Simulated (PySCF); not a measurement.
## Correlation energy of B+ (boron, charge +1)

[He] 2p2, high-spin 3P determinant (an excited configuration). All numbers are calculated (PySCF 2.14, no relativity, point nucleus, in aug-cc-pwCVQZ (9s8p6d4f2g, 109 functions)). Frozen: nothing; 4 electrons correlated.

MP2 pair energies summed by pair of shells (mhartree):

| pair | energy | share (%) |
| --- | --- | --- |
| 1s-1s | -39.34 | 71.5 |
| 1s-2p | -8.42 | 15.3 |
| 2p-2p | -7.27 | 13.2 |

Total MP2 correlation energy: -55.03 mhartree.

Same-spin part -11.05 and opposite-spin part -43.97 mhartree; SCS-MP2 scales them by 1/3 and 6/5 to -56.45 mhartree.
